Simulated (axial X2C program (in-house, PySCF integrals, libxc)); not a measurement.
## FeF⁻: the levels of the configuration d7 s1

Calculated with an axial X2C code built on PySCF integrals: two-component X2C with atomic mean-field Coulomb and Gaunt terms, basis Fe dyall-v4z, F dyall-v4z (cores contracted in-house). Orbitals come from Hartree–Fock averaged over the configuration Fe d7 s1; CI then distributes these electrons over the d, s shells of Fe.

R = 1.948 Å (near the minimum of the configuration average).

Lowest levels of this model:

```
Ω  energy (cm⁻¹)     g∥  configuration
4              0  11.82      98% d7 s1
3            114   7.87      98% d7 s1
2            263   3.96      98% d7 s1
5            315  14.01     100% d7 s1
1            446   0.05      98% d7 s1
4            612  10.19     100% d7 s1
0            666   0.00      98% d7 s1
0            674   0.00      98% d7 s1
3            862   6.21     100% d7 s1
2           1091   2.23     100% d7 s1
1           1305   1.66     100% d7 s1
0           1467   0.00      99% d7 s1
1           1488   3.17      99% d7 s1
2           1539   6.23      99% d7 s1
3           1560   9.92      99% d7 s1
1           1793   4.47      99% d7 s1
0           1801   0.00      99% d7 s1
2           2176   7.58     100% d7 s1
0           2393   0.00     100% d7 s1
4           3296  10.01      98% d7 s1
3           3597   6.40      98% d7 s1
0           4128   0.00      98% d7 s1
0           4677   0.00      98% d7 s1
0           5055   0.00      98% d7 s1
4          16477  10.00      98% d7 s1
5          17954  12.00      99% d7 s1
6          23113  14.00      95% d7 s1
5          23256  10.21      96% d7 s1
5          23606  11.80      98% d7 s1
```

g∥ is the magnitude of 2⟨Lz + ge Sz⟩ for the +Ω component.

Q: From Ω and g∥ of the lowest level, whose 2⟨Lz + ge Sz⟩ is positive, find ⟨Sz⟩ and ⟨Lz⟩ (ge = 2.0023).

A: Ω = ⟨Lz⟩ + ⟨Sz⟩ = 4 and ⟨Lz⟩ + ge⟨Sz⟩ = 5.910, so ⟨Sz⟩ = 1.91 and ⟨Lz⟩ = 2.09.

Occupations of the active spinors in the lowest level by ω, shell by shell in order of energy: -5/2: 0.02; -3/2: 0.96 0.04; -1/2: 0.98 0.91 0.04; 1/2: 0.17 0.90 0.98; 3/2: 1.00 1.00; 5/2: 1.00. The leading determinant has weight 0.79 among 24.

This point took 0.91 s on 1 thread of Arm Neoverse V2, with other jobs on the host.

There is no dynamic correlation: spin–orbit spacings and, for f shells, spacings inside one term are the most reliable numbers, splittings between terms come out too wide, and energies between configurations are not reliable, so the lowest level need not be the ground state of the molecule. For d shells the ligand-field splittings (σ, π, δ) and their order can be off by a thousand cm⁻¹ or more. At most 4 roots were kept for each Ω > 0 (twice that for Ω = 0) within 3.2 eV of the lowest, so higher up levels can be missing between those listed; levels with Ω > 0 are doubly degenerate and listed once, Ω = 0 levels singly. For an anion, levels above electron detachment are held by the basis set.
